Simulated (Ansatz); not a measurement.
A search over several starts for the lowest SCF solution of the cluster Mn3 at the given spin, in a small basis.

```yaml
crystal:
  periodic: [false, false, false]
  atoms:
    - {symbol: Mn, position_ang: [1.329795, -0.393982, 0.432827]}
    - {symbol: Mn, position_ang: [-0.239260, 1.353386, -0.471442]}
    - {symbol: Mn, position_ang: [-1.090535, -0.959414, 0.038615]}
basis:
  gaussian: {orbitals: def2-SVP, initial_orbitals: start.molden}
magnetization: {spin_polarized: true, initial_magnetization: 11}
hamiltonian: {xc: pbe0, dispersion: d4}
output: {orbitals: {seedname: orbitals}}
```

The file start.molden holds the orbitals of an earlier run on this structure, at another level or in another basis.

```sh
$ ansatz run in.yaml --threads 4 --pin off --events-out ev --progress --plain --max-ram 3916MiB
```

It prints (some lines left out):

```
Functional definition: PBE0
1062 factors; integrals over basis functions are off by at most 8.0e-4 eV
mean field evaluation 1: about -93926.5236 eV, gradient 8.3e0 eV
mean field evaluation 2: about -93927.1455 eV, gradient 6.2e-1 eV
mean field evaluation 4: about -93927.2628 eV, gradient 7.8e-2 eV
mean field evaluation 8: about -93927.2629 eV, gradient 1.9e-5 eV
mean field evaluation 16: about -93926.7004 eV, gradient 8.7e0 eV
mean field evaluation 32: about -93927.2629 eV, gradient 1.9e-3 eV
mean field evaluation 64: about -93620.3613 eV, gradient 8.9e1 eV
mean field evaluation 96: about -93469.4269 eV, gradient 1.5e2 eV
mean field evaluation 128: about -93548.3627 eV, gradient 1.3e2 eV
mean field evaluation 160: about -93926.6703 eV, gradient 2.3e-1 eV
mean field evaluation 192: about -93926.6886 eV, gradient 3.7e-1 eV
mean field evaluation 224: about -93927.2629 eV, gradient 9.7e-4 eV
mean field evaluation 256: about -93923.1700 eV, gradient 1.0e1 eV
mean field -93927.26294177 eV, -3451.7632469245 hartree, gradient 2.0e-5 eV, S^2 37.967839; 9 other end points of the search recorded, 0 dependent functions left out
reference -93927.26297065 eV, -3451.7632479858 hartree; 43, 32 occupied and 50, 61 virtual orbitals, 1062 factors
Total energy: -93927.33447514 eV, -3451.7658757275 hartree
```

It took 13 s on 4 threads of AMD EPYC 9B14 on a shared host.

The charge 0 multiplicity 12 is spin-contaminated (final ⟨S²⟩ up to 37.97, 35.75 for a pure state). The geometry of the multiplicity 12 was relaxed on an unsound state (⟨S²⟩ 37.74, where a pure state has 35.75). At PBE0-D4/def2-TZVP a octet of charge 0 lies 1.03 eV below the multiplicity 12, each at its own geometry. That octet is doubtful there (⟨S²⟩ 20.09, where a pure state has 15.75). The structure comes from a short search, and lower isomers may exist.
